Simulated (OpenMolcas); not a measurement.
Multiconfigurational calculation on Sc II

Input:

```
&GATEWAY
Coord
1

Sc 0.0 0.0 0.0
Basis=ANO-RCC-VTZP
Group=XYZ
NoMove
AngMom=0.0 0.0 0.0
AMFI
&SEWARD
Relativistic=R04O02
&RASSCF
FileOrb=start.orb
Symmetry=1
Spin=3
nActEl=2 0 0
Inactive=3 6
Ras2=6 0
CIRoot=15 15 1
SDav=15
CIMx=300
Iter=120 100
PrWF=0.3
OrbListing=Nothing
MaxOrb=0
Atom
>>> COPY $Project.JobIph JOB001
&RASSCF
FileOrb=start.orb
Symmetry=1
Spin=1
nActEl=2 0 0
Inactive=3 6
Ras2=6 0
CIRoot=21 21 1
SDav=21
CIMx=300
Iter=120 100
PrWF=0.3
OrbListing=Nothing
MaxOrb=0
Atom
>>> COPY $Project.JobIph JOB002
&RASSI
NrOfJobIphs=2 15 21
1 2 3 4 5 6 7 8 9 10 11 12 13 14 15
1 2 3 4 5 6 7 8 9 10 11 12 13 14 15 16 17 18 19 20 21
IphNames
JOB001
JOB002
EJob
SpinOrbit
DIPRint=1.0
SOCoupling=1000.0
Subsets=2
MEES
Property=10
'ANGMOM' 1 'ANGMOM' 2 'ANGMOM' 3 'MLTPL  1' 1 'MLTPL  1' 2 'MLTPL  1' 3
'AMFI' 1 'AMFI' 2 'AMFI' 3 'MLTPL  2' 6
SOProperty=3
'ANGMOM' 1 'ANGMOM' 2 'ANGMOM' 3
```

Launched by
```bash
OMP_NUM_THREADS=1 MOLCAS_MEM=2252 MOLCAS_PROJECT=a pymolcas a.inp > a.log  # once for each step of the input, in one work folder
```

A driver script runs the steps one by one and writes start.orb anew before each from the orbitals found so far.

Output, cut to the results:

```
--- SEWARD ---
Basis set label: SC.ANO-RCC...6S5P3D2F1G.

      Electronic valence basis set:
      ------------------
      Associated Effective Charge  21.000000 au
      Associated Actual Charge     21.000000 au
      Nuclear Model: Point charge

      Shell  nPrim  nBasis  Cartesian Spherical Contaminant
         s      21       6        X
         p      15       5        X
         d      10       3                 X
         f       6       2                 X
         g       4       1                 X
Relativistic=R04O02
                  Relativistic Douglas-Kroll-Hess integrals:
                    - DKH order of Hamiltonian: 4
                    - DKH order of Properties : 2
--- RASSCF ---
Wave function specifications:
      -----------------------------

      Number of closed shell electrons          18
      Number of electrons in active shells       2
      Max number of holes in RAS1 space          0
      Max nr of electrons in RAS3 space          0
      Number of inactive orbitals                9
      Number of active orbitals                  6
      Number of secondary orbitals              44
      Spin quantum number                      1.0
      State symmetry                             1
Orbital specifications:
      -----------------------

      Symmetry species                           1   2
                                                ag  au
      Frozen orbitals                            0   0
      Inactive orbitals                          3   6
      Active orbitals                            6   0
      RAS1 orbitals                              0   0
      RAS2 orbitals                              6   0
      RAS3 orbitals                              0   0
      Secondary orbitals                        21  23
      Deleted orbitals                           0   0
      Number of basis functions                 30  29
      Number of CSFs                            15
      Number of root(s) required                15
      Iter CI   SX   CI       RASSCF       Energy    max ROT     max BLB   max BLB  Level Ln srch  Step   QN
          iter iter root      energy       change     param      element    value   shift minimum  type update
 Nr of preliminary CI iterations:   1
        1   1    4    0  -763.05636504    0.00E+00   3.05E-06    6   7 2  1.58E-06   0.27   0.00    SX    NO
        2   1    3    0  -763.05636504   -6.71E-12   1.11E-06    3  11 1 -2.98E-07   0.27   0.00    SX    NO
        3   1    2    0  -763.05636504    3.41E-13   2.83E-07    6  10 2 -1.31E-07   0.27   0.00    SX    NO
        4   1    2    0  -763.05636504   -4.55E-13   1.69E-07    6  13 2  4.03E-08   0.27   0.00    SX    NO
      Convergence after  4 iterations
        5   1    2    0  -763.05636504   -1.14E-12   1.69E-07    6  10 2 -2.34E-08   0.27   0.00    SX    NO
      Natural orbitals and occupation numbers for root  1
      sym 1:  -0.000000   1.000000   0.000000  -0.000000   0.000000   1.000000
      Natural orbitals and occupation numbers for root  2
      sym 1:   0.000000   0.000000   0.000000   1.000000   0.000000   1.000000
      Natural orbitals and occupation numbers for root  3
      sym 1:   0.000000   0.000000   1.000000  -0.000000   0.000000   1.000000
::    RASSCF root number  1 Total energy:   -763.08212440
::    RASSCF root number  2 Total energy:   -763.08212440
::    RASSCF root number  3 Total energy:   -763.08212440
::    RASSCF root number  4 Total energy:   -763.08212440
::    RASSCF root number  5 Total energy:   -763.08212440
::    RASSCF root number  6 Total energy:   -763.05697680
::    RASSCF root number  7 Total energy:   -763.05697680
::    RASSCF root number  8 Total energy:   -763.05697680
::    RASSCF root number  9 Total energy:   -763.05697680
::    RASSCF root number 10 Total energy:   -763.05697680
::    RASSCF root number 11 Total energy:   -763.05697680
::    RASSCF root number 12 Total energy:   -763.05697680
::    RASSCF root number 13 Total energy:   -763.01200534
::    RASSCF root number 14 Total energy:   -763.01200534
::    RASSCF root number 15 Total energy:   -763.01200534
--- RASSCF ---
Wave function specifications:
      -----------------------------

      Number of closed shell electrons          18
      Number of electrons in active shells       2
      Max number of holes in RAS1 space          0
      Max nr of electrons in RAS3 space          0
      Number of inactive orbitals                9
...
--- RASSI ---
SPIN-FREE ENERGIES:
  (Shifted by EMIN (a.u.) =       -763.0821244002)

 SF State       Relative EMIN(au)   Rel lowest level(eV)    D:o, cm**(-1)      L_eff

     1             0.0000000000        0.0000000000              0.0000         2.0
     2             0.0000000000        0.0000000000              0.0000         2.0
     3             0.0000000000        0.0000000000              0.0000         2.0
     4             0.0000000000        0.0000000000              0.0000         2.0
     5             0.0000000000        0.0000000000              0.0000         2.0
    16             0.0211127105        0.5745061201           4633.7044         2.0
    17             0.0211127105        0.5745061201           4633.7044         2.0
    18             0.0211127105        0.5745061201           4633.7044         2.0
    19             0.0211127105        0.5745061201           4633.7044         2.0
    20             0.0211127105        0.5745061201           4633.7044         2.0
    11             0.0251475993        0.6843010366           5519.2601         3.0
    12             0.0251475993        0.6843010366           5519.2601         3.0
     6             0.0251475993        0.6843010366           5519.2601         3.0
     7             0.0251475993        0.6843010366           5519.2601         3.0
     8             0.0251475993        0.6843010366           5519.2601         3.0
     9             0.0251475993        0.6843010366           5519.2601         3.0
    10             0.0251475993        0.6843010366           5519.2601         3.0
    15             0.0701190632        1.9080369129          15389.3556         1.0
    13             0.0701190632        1.9080369129          15389.3556         1.0
    14             0.0701190632        1.9080369129          15389.3556         1.0
    21             0.0710944201        1.9345777248          15603.4216         2.0
...
```

Levels above the lowest, from the spin-orbit matrix, grouped by J:

```csv
Configuration,Term,J,E (cm⁻¹),Measured (cm⁻¹),g,Term weight %
3d 4s,³D,1,0.0,0.0,0.499,100
3d 4s,³D,2,62.4,67.7,1.167,100
3d 4s,³D,3,159,178,1.334,100
3d 4s,¹D,2,4727,2541,0.999,100
3d²,³F,2,5489,4803,0.667,100
3d²,³F,3,5583,4884,1.084,100
3d²,³F,4,5709,4988,1.251,100
3d²,³P,0,15419,12074,,100
3d²,³P,1,15453,12102,1.501,100
3d²,³P,2,15486,,1.439,88
3d²,¹D,2,15729,,1.062,88
4s²,¹S,0,17519,11736,,100
3d²,¹G,4,17803,14261,1.000,100
3d²,¹S,0,38320,25955,,100
```

Against the 11 measured excited levels shown (NIST Handbook of Basic Atomic Spectroscopic Data) the mean absolute deviation is 3000 cm-1; the largest miss in energy is 3d² ¹S₀: computed 38320, measured 25955 cm⁻¹ (+47.6 %), and the largest in proportion 3d 4s ¹D₂ (+86.0 %). Levels of one J stand in another order than measured, so their pairing by name is doubtful.

Without dynamic correlation excited terms often stand tens of per cent too high (terms of higher spin than the ground term too low), and those without a measured partner can miss by more than the paired ones. A single d shell beside an s shell can misplace configurations of different d count against each other. Measured partners are found by configuration, term and J. A level has none where our copy of the source lacks it or the pairing is in doubt (some pairs that miss far off the trend of their configuration count as doubtful), and it then counts in no deviation. Only configurations of the active space appear.

The RASSCF and RASSI steps took 14 s on 1 thread of Arm Neoverse V1, on a shared host; the integral step is not counted.

The term weight is that of the spin-free term in the level, not the purity of its configuration.
